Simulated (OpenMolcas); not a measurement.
Ag4+: moving or changing the point charges

Ag4+ among 6 point charges of -1.5 e arranged as a tetragonal octahedron (D4h), 2.19 Å from the ion, with the axial distance 1.993 Å.

```yaml
Program: OpenMolcas
Method: "SS-CASPT2, IPEA 0.25 Eh, imaginary shift 0.1 Eh (closed shells correlated: 4s 4p)"
Basis: ANO-RCC-VDZP [6s5p3d1f]
Scalar_Hamiltonian: DKH2, point nucleus
Active_space: 7 electrons in 5 orbitals (4d)
State_averaging: 2S+1 = 4 even, 10 roots; 2S+1 = 2 even, 40 roots
Spin-orbit_coupling: state interaction with AMFI integrals over the reference wave functions
```

Runs around this geometry, states (labels of D4, the rotations of D4h). Energies in cm-1 above the lowest state or level, χT in cm3 K/mol.

```csv
R (Å),q (e),Axial / equatorial distance,Ground state,First state of that spin,First gap with spin-orbit (degeneracies),χT at 300 K,First state of another spin
2.19,-1.5,0.84,4E,4A2 1610,"1350 (2, 2)",4.364,2B1 14270
2.19,-0.98,0.91,4E,4A2 580,"730 (2, 2)",4.445,2B1 16210
2.03,-1.5,0.91,4E,4A2 1120,"1050 (2, 2)",3.977,2B1 14060
2.19,-1.5,0.91,4E,4A2 870,"940 (2, 2)",4.212,2B1 15370
2.33,-1.5,0.91,4E,4A2 770,"830 (2, 2)",4.434,2B1 16030
```

Taking the first state of the same spin as R^-n, n = -ln(770 / 1120) / ln(2.33 / 2.03) = 2.7 between the shortest and longest distance.

Scaling the charges by -0.98 / -1.5 = 0.65 scales the first state of the same spin by 580 / 870 = 0.67; with fixed orbitals a first-order splitting would follow the charge.

An orbital doublet at a regular site is open to a Jahn-Teller distortion, which this geometry leaves out. Point charges give a weaker field than real ligands, and real ions of this kind are as a rule low spin; the high spin found here belongs to the model. Free-ion shares, where given, are those of the reference states; single-state CASPT2 does not remix them. This shell can be high or low spin here, a state of another spin lies low, and with metal d orbitals alone active their balance is uncertain, so the ground spin may be wrong (holds for R = 2.19, q = -1.5, ratio = 0.84; R = 2.03, q = -1.5, ratio = 0.91). The ground term spreads over less than 5000 cm-1, several times less than with real ligands, so orbital moments are less quenched and χT lies further from the spin-only value than at real sites (holds for R = 2.19, q = -0.98, ratio = 0.91). This is an electrostatic model: the charges have no orbitals. No measured value stands beside these numbers.
